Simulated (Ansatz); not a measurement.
Calculated with Ansatz (gas phase, PBE0-D4/def2-TZVP geometries, no zero-point term in ΔE). CCSD(T)/CBS adds triple-zeta CCSD(T) − MP2 to the extrapolated MP2 energy (def2 sets, frozen cores). This one scheme is used for every species. DFT in def2-TZVPP. One conformer a species, not always the lowest.

Reaction (formal exchange of groups at the Al–N bond): `[NH2][AlH2]` + `CO[SiH2]C#N` → `CO[SiH2][AlH2]` + `N#CN`

`[NH2][AlH2]`:

```xyz
6

N    -0.108   -0.932    0.002
Al    0.096    0.823   -0.002
H    -0.850   -1.426   -0.466
H     0.500   -1.581    0.473
H    -0.963    1.689   -0.799
H     1.325    1.427    0.792
```

`CO[SiH2]C#N`:

Cartesian coordinates in Å:
```
C 1.527 0.234 0.308
O 0.289 0.162 0.990
Si -1.162 0.267 0.268
C -1.315 -1.086 -0.999
N -1.377 -1.921 -1.791
H 1.625 1.178 -0.238
H 2.322 0.174 1.050
H 1.636 -0.597 -0.396
H -2.200 0.059 1.293
H -1.344 1.530 -0.485
```

`CO[SiH2][AlH2]`:

Cartesian coordinates in Å:
```
C 0.778 -1.965 -0.224
O -0.139 -0.932 0.051
Si 0.283 0.662 -0.090
Al -1.658 2.054 0.492
H 0.276 -2.922 -0.070
H 1.647 -1.916 0.443
H 1.133 -1.919 -1.261
H 1.467 0.947 0.786
H 0.773 0.929 -1.483
H -3.050 1.423 0.920
H -1.511 3.637 0.436
```

`N#CN`:

```xyz
5

N    -0.357    1.447    1.185
C    -0.189    0.583    0.438
N    -0.045   -0.400   -0.453
H     0.734   -0.297   -1.086
H    -0.144   -1.333   -0.084
```

```
       level  ΔE (eV)
         PBE     1.69
HF/CBS(def2)     2.12
```

(1) What does CCSD(T)/CBS give? (An estimate is asked.)

Largest T1 diagnostic among the species: 0.014.

Results:

(1) Computed: +2.13 eV. The listed levels differ from it by -0.44, -0.01 eV.

At CCSD(T), def2-SVP lies −0.19 eV from the extrapolated value and def2-TZVPP −0.04 eV. From PBE to PBE0 (25 % exact exchange), in def2-TZVPP and without D4, ΔE moves by +0.06 eV. Leaving LDA and LC-ωPBE aside and taking each functional with its dispersion term where it has one, the values, not all of them listed here, spread over 0.39 eV, from PBE-D4 to ωB97M-V. LDA lies −0.06 eV from PBE without D4.
